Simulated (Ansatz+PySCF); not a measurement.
A calculation with PySCF 2.14.0.

```python
from pyscf import gto, scf, cc

mol = gto.M(atom="""
H 0.000000 0.000000 0.000000
H 0.000000 0.000000 1.000000
H 0.000000 0.000000 2.000000
H 0.000000 0.000000 3.000000
H 0.000000 0.000000 4.000000
H 0.000000 0.000000 5.000000
H 0.000000 0.000000 6.000000
H 0.000000 0.000000 7.000000
H 0.000000 0.000000 8.000000
H 0.000000 0.000000 9.000000
""", basis='sto-3g', charge=0, spin=0)
mf = scf.UHF(mol)
mf.kernel()
mycc = cc.CCSD(mf, frozen=None).run()
et = mycc.ccsd_t()
print(mf.e_tot, mycc.e_corr, et, mycc.e_tot + et)
```

The script is written out from the run's settings.

Output:

```
Converged               : yes
Reference energy        : -5.21407 hartree
CCSD correlation energy : -0.16391 hartree
Triples correction      : -0.00184 hartree
Total energy            : -5.37981 hartree
```

The reference isn't the lowest determinant (another lies 0.38 eV lower), but the same method gives a higher total on the lower determinant. Caution: bonds are stretched, where a single reference can fail.
